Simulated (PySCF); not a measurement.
## Rhodium: highly charged ions in a basis for the neutral atom

Rh⁸⁺ [Kr] 4d1, Rh⁹⁺ [Kr]. All numbers are calculated (PySCF 2.14, a scalar-relativistic core potential, in def2-TZVP with the def2 core potential (28 electrons)). No spin-orbit coupling, so a gap to NIST mixes the basis error with missing relativistic terms.

Changed run: basis of the neutral atom used for a highly charged ion. This setting is unsound on purpose.

```csv
species,method,sound run (hartree),changed run (hartree),converged
Rh⁸⁺,UHF,not run,-93.12379,yes
Rh⁸⁺,PBE,not run,-93.50503,yes
Rh⁸⁺,M06-L,not run,-93.62930,yes
Rh⁹⁺,UHF,not run,-88.17245,yes
Rh⁹⁺,PBE,not run,-88.51680,yes
Rh⁹⁺,M06-L,not run,-88.63232,yes
```

Ionisation energy of Rh⁸⁺:

```json
{"method": "UHF", "changed run (eV)": "134.73", "NIST (eV)": "135 ± 2.2"}
{"method": "PBE", "changed run (eV)": "135.74", "NIST (eV)": "135 ± 2.2"}
{"method": "M06-L", "changed run (eV)": "135.97", "NIST (eV)": "135 ± 2.2"}
```

The contracted functions were made for the neutral atom and can be too rigid for a highly charged ion.
